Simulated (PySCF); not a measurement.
Al(Cl)2(SH) (AlCl2HS), SMILES [Al]([Cl])([Cl])[SH].

Coordinates come from a B3LYP-D3(BJ)/def2-SVP optimisation. The values are those of a single conformer.

Computed with B3LYP-D3(BJ)/def2-SVP (PySCF).

Frequencies are harmonic and unscaled.

Computed vibrational spectrum:
```json
[
 {"mode": "1", "ν (cm⁻¹)": "128", "IR (km/mol)": "5.8", "moving atoms (share of kinetic energy)": "Cl 46 %, S 37 %, Al 12 %"},
 {"mode": "2", "ν (cm⁻¹)": "145", "IR (km/mol)": "8.9", "moving atoms (share of kinetic energy)": "Cl 69 %, S 18 %, Al 12 %"},
 {"mode": "3", "ν (cm⁻¹)": "193", "IR (km/mol)": "27.1", "moving atoms (share of kinetic energy)": "Al 79 %, Cl 14 %"},
 {"mode": "4", "ν (cm⁻¹)": "259", "IR (km/mol)": "19.4", "moving atoms (share of kinetic energy)": "H 96 %"},
 {"mode": "5", "ν (cm⁻¹)": "369", "IR (km/mol)": "0.5", "moving atoms (share of kinetic energy)": "Cl 63 %, S 35 %"},
 {"mode": "6", "ν (cm⁻¹)": "586", "IR (km/mol)": "89.3", "moving atoms (share of kinetic energy)": "Al 49 %, H 25 %, Cl 21 %"},
 {"mode": "7", "ν (cm⁻¹)": "606", "IR (km/mol)": "153.0", "moving atoms (share of kinetic energy)": "Al 63 %, Cl 22 %, S 13 %"},
 {"mode": "8", "ν (cm⁻¹)": "691", "IR (km/mol)": "52.8", "moving atoms (share of kinetic energy)": "H 66 %, Al 23 %"},
 {"mode": "9", "ν (cm⁻¹)": "2666", "IR (km/mol)": "0.7", "moving atoms (share of kinetic energy)": "H 97 %"}
]
```
